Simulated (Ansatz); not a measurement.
# Cost against result

Saddle point of GeSiH7F, closed shell (GeH₃F ([F][GeH3]) + SiH₄ → GeSiH₆ ([SiH3][GeH3]) + HF; bonds formed: Ge1–Si7, F2–H6; bonds broken: Ge1–F2, H6–Si7), PBE0-D4/def2-TZVP structure:

```json
{"atom": "Ge1", "x (Å)": "-0.5564", "y (Å)": "-1.2110", "z (Å)": "-0.0003"}
{"atom": "F2", "x (Å)": "1.3979", "y (Å)": "-1.3191", "z (Å)": "0.6557"}
{"atom": "H3", "x (Å)": "-0.2080", "y (Å)": "-2.1730", "z (Å)": "-1.1339"}
{"atom": "H4", "x (Å)": "-1.0157", "y (Å)": "-1.7968", "z (Å)": "1.3331"}
{"atom": "H5", "x (Å)": "-1.7016", "y (Å)": "-0.2867", "z (Å)": "-0.5168"}
{"atom": "H6", "x (Å)": "1.0031", "y (Å)": "-0.1834", "z (Å)": "0.3576"}
{"atom": "Si7", "x (Å)": "0.3180", "y (Å)": "1.3823", "z (Å)": "-0.1037"}
{"atom": "H8", "x (Å)": "1.5686", "y (Å)": "2.1363", "z (Å)": "0.1958"}
{"atom": "H9", "x (Å)": "-0.7813", "y (Å)": "1.8983", "z (Å)": "0.7504"}
{"atom": "H10", "x (Å)": "-0.0244", "y (Å)": "1.5532", "z (Å)": "-1.5379"}
```

Barriers are electronic and count from the start structure reached by relaxing down the imaginary mode.

Ansatz 0.2.0; basis: as named in each row; cores frozen in the correlated methods. Filled d shells of the heavier atoms are correlated. The def2 sets are not built for correlating such inner shells, so the correlated values are less sure here. B3LYP uses VWN-RPA correlation. Extrapolation: Hartree–Fock as exp(−7.88 √X), correlation as X^−2.97.

Times are rough, for one single point on 4 threads of a shared host (Arm Neoverse V2).

The estimate by CCSD(T) at an estimated basis limit (MP2 extrapolated from triple and quadruple zeta, plus CCSD(T) − MP2 in triple zeta) is 238.7 kJ/mol.

```
      method       basis  time (s)  barrier (kJ/mol)  method less estimate
          HF      STO-3G   under 1             449.2                 210.6
       SPW92    def2-SVP   under 1             155.3                 -83.3
      PBE-D4      STO-3G   under 1             222.7                 -15.9
      PBE-D4    def2-SVP   under 1             188.9                 -49.8
    B3LYP-D4       6-31G   under 1             236.9                  -1.8
     PBE0-D4    def2-SVP   under 1             216.3                 -22.4
       SPW92  def2-TZVPP   under 1             151.3                 -87.3
     BLYP-D4  def2-TZVPP         1             211.9                 -26.8
      PBE-D4  def2-TZVPP         2             183.2                 -55.5
    B3LYP-D4  def2-TZVPP         2             230.8                  -7.9
    BHLYP-D4  def2-TZVPP         2             261.3                  22.6
CAM-B3LYP-D4  def2-TZVPP         2             241.4                   2.7
     PBE0-D4  def2-TZVPP         2             210.1                 -28.6
   r2SCAN-D4  def2-TZVPP         3             210.8                 -27.9
     CCSD(T)    def2-SVP         3             268.0                  29.3
  RPA on PBE  def2-TZVPP         3             242.7                   4.0
  r2SCAN0-D4  def2-TZVPP         4             227.6                 -11.1
    PBE-QIDH  def2-TZVPP         4             233.2                  -5.5
     wB97M-V    def2-SVP         4             238.0                  -0.7
      B2PLYP  def2-TZVPP         4             241.0                   2.4
     wB97X-V  def2-TZVPP         6             239.0                   0.3
      B97M-V  def2-TZVPP         6             230.4                  -8.2
     wB97M-V  def2-TZVPP         6             233.3                  -5.4
         MP2  def2-QZVPP        15             239.2                   0.5
     CCSD(T)  def2-TZVPP        81             242.7                   4.0
```

All methods are single points on the PBE0-D4 structures.

No T1 diagnostic of these runs exceeds 0.015.

Labels in which every atom is bracketed show which atoms are joined, not bond orders.
